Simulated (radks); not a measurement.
Nd II, 59 electrons, occupied as [Kr] 4d10 4f4 5s2 5p5.5 6s1 7s0.5 (fractional occupations, a model configuration).

Method: scalar-relativistic Kohn-Sham, r2SCAN, spin-polarised, spherical densities, finite nucleus; open shells are filled with parallel spins first (spin-orbit coupling, left out, can overturn this in heavy ions); meta-GGA in the generalised Kohn-Sham scheme; Fermi nuclear charge, rms radius 4.9123 fm; computed with a radial shooting solver on a logarithmic mesh with Libxc functionals.

Energy parts (Ry):
part                       energy
total                 -19247.9559
kinetic                20485.0554
electron-nucleus      -46705.1767
Hartree                 7417.1694
exchange-correlation    -445.0039

Orbitals (lengths in bohr, moments of r in powers of bohr; r(90%) holds 90 % of the orbital's charge):
orbital,occ.,eigenvalue (Ry),<1/r>,<r^4>,r(90%),<r^2>
1s up,1,-3195.522,66.04,1.529e-06,0.0427,0.0007602
1s down,1,-3195.517,66.04,1.529e-06,0.0427,0.0007602
2s up,1,-518.9118,15.27,0.0002489,0.156,0.01203
2s down,1,-518.9125,15.27,0.0002489,0.156,0.01203
2p up,3,-463.7129,14.39,0.0001835,0.145,0.009628
2p down,3,-463.7110,14.39,0.0001835,0.145,0.009627
3s up,1,-113.7134,5.577,0.009884,0.390,0.08080
3s down,1,-113.6120,5.581,0.009858,0.390,0.08071
3p up,3,-96.20759,5.263,0.01036,0.396,0.08095
3p down,3,-96.10507,5.267,0.01032,0.395,0.08083
3d up,5,-71.92560,4.986,0.008510,0.377,0.06886
3d down,5,-71.84403,4.989,0.008469,0.377,0.06871
4s up,1,-23.53984,2.320,0.2528,0.873,0.4169
4s down,1,-23.25355,2.320,0.2521,0.872,0.4164
4p up,3,-17.78026,2.138,0.3323,0.936,0.4711
4p down,3,-17.48813,2.139,0.3313,0.935,0.4703
4d up,5,-9.56516,1.868,0.5540,1.06,0.5820
4d down,5,-9.26226,1.870,0.5552,1.06,0.5814
4f up,4,-0.91760,1.275,6.580,1.84,1.484
4f down,0,-0.62672,1.251,8.569,1.94,1.630
5s up,1,-3.85644,0.9042,8.461,2.10,2.396
5s down,1,-3.64595,0.8842,9.135,2.14,2.487
5p up,3,-2.43731,0.7715,16.20,2.47,3.241
5p down,2.5,-2.26828,0.7543,16.96,2.50,3.337
6s up,1,-0.76704,0.3346,367.5,5.38,15.85
7s up,0.5,-0.27649,0.1454,8195,11.6,78.56

The highest occupied level is 7s up at -3.762 eV. The configuration is held as typed, so some empty levels lie below it. Spin moment in Bohr magnetons: 6. The density falls to 0.001 e/bohr^3 at r = 4.50 bohr. The spin density at the nucleus is 34.28 e/bohr^3 (1s -0.08, 2s 0.10, 3s -6.72, 4s -0.43, 5s 11.35, 6s 27.51, 7s 2.55).
